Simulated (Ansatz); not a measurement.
AlBrFH₃Sn. Charge 0, multiplicity 1. Correlated methods include outer-core shells of Br, Sn, which these sets cover unevenly. Scalar relativity is left out up to krypton. Sn takes the def2 core potential. The bonds changed during the relaxation, so this is another structure than the one it started from.

Cartesian coordinates in Å:
```
F -1.609 1.578 -1.458
Sn -0.870 0.968 0.216
Al 0.474 -1.402 0.185
Br 1.826 0.482 -0.524
H -0.661 2.515 0.955
H 0.831 -1.850 1.654
H 0.009 -2.291 -1.027
```

(1) Give the diagnostics of a CCSD(T)/def2-TZVPP run (frozen core, Ansatz 0.2.0). (Best estimate.)

## Answers

(1) Ansatz gave: T1 = 0.0127, largest single amplitude 0.030, largest double 0.052, (T) share of the correlation energy 3.1 %, 9 CCSD cycles. The RHF solution is stable towards an unrestricted one. T1 lies under the customary mark of 0.02 for closed shells.
